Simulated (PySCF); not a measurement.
# Level sweep

Cycloheptatriene, C7H8.
Z-matrix (Å and degrees, PBE0-D3(BJ)/def2-SVP geometry), rows numbered from 1:
```
C 
C   1  1.3660
C   2  1.4423  1  125.58
C   3  1.3518  2  125.01  1   -31.61
C   4  1.4992  3  121.40  2    -8.56
C   5  1.4992  4  107.23  3    68.44
C   6  1.3518  5  121.39  4   -68.45
H   1  1.0952  2  117.11  3  -170.98
H   2  1.0952  1  117.11  3   170.95
H   3  1.0955  2  116.53  1   146.82
H   4  1.0948  3  119.47  2   172.27
H   5  1.0979  4  111.44  3  -169.35
H   5  1.1061  4  109.36  3   -50.03
H   6  1.0948  5  119.13  4   112.38
H   7  1.0955  1  116.53  2  -146.81
```

PySCF, dipoles from the SCF density, polarisabilities from static response with core orbitals frozen. Isolated species at its PBE0-D3(BJ)/def2-SVP geometry (one conformer only).

Reference dipole: 0.250 D (measured, gas; NIST CCCBDB Release 22 (SRD 101), experimental dipoles). The anisotropy is √(½[(α1 − α2)² + (α2 − α3)² + (α3 − α1)²]).

```tsv
level	μ (D)	error (%)	α (Å³)	anisotropy (Å³)
LDA/def2-SVPD	0.336	+34.5	12.57	5.68
PBE/def2-SVPD	0.331	+32.4	12.45	5.70
B3LYP/def2-SVPD	0.334	+33.6	12.26	5.57
PBE0/def2-SVPD	0.345	+37.9	12.12	5.51
BHandHLYP/def2-SVPD	0.353	+41.0	11.97	5.41
CAM-B3LYP/def2-SVPD	0.336	+34.2	12.06	5.43
wB97X-D/def2-SVPD	0.350	+40.1	12.09	5.37
LC-wPBE/def2-SVPD	0.342	+36.7	11.70	5.23
HF/def2-SVPD	0.401	+60.4	11.78	5.26
PBE0/6-31G*	0.314	+25.6	10.08	6.81
PBE0/def2-SVP	0.325	+29.9	10.63	6.33
PBE0/6-31+G*	0.347	+39.0	11.93	5.58
PBE0/aug-cc-pVDZ	0.351	+40.2	12.53	5.43
PBE0/def2-TZVP	0.346	+38.4	11.90	5.83
```

For the dipole, the smallest error is 25.6% (PBE0/6-31G*) and the largest 60.4% (HF/def2-SVPD). Even the closest misses by 26%. The dipole runs from 0.31 D (PBE0/6-31G*) to 0.40 D (HF/def2-SVPD). No reference polarisability is at hand; against PBE0 in the largest diffuse basis at hand (aug-cc-pVDZ) the other PBE0 rows deviate by 6-31G* -19%, def2-SVP -15%, 6-31+G* -5%, def2-SVPD -3%, def2-TZVP -5%. In one basis (def2-SVPD) the functionals order the polarisability from LC-wPBE (lowest) to LDA (highest), a spread of 7%. With PBE0 the polarisability is 10.87 Å³ without diffuse functions (mean of 6-31G*, def2-SVP and def2-TZVP) and 12.19 Å³ with them (mean of 6-31+G*, def2-SVPD and aug-cc-pVDZ). Measured values can belong to vibrating molecules; the computed ones are for one fixed geometry.
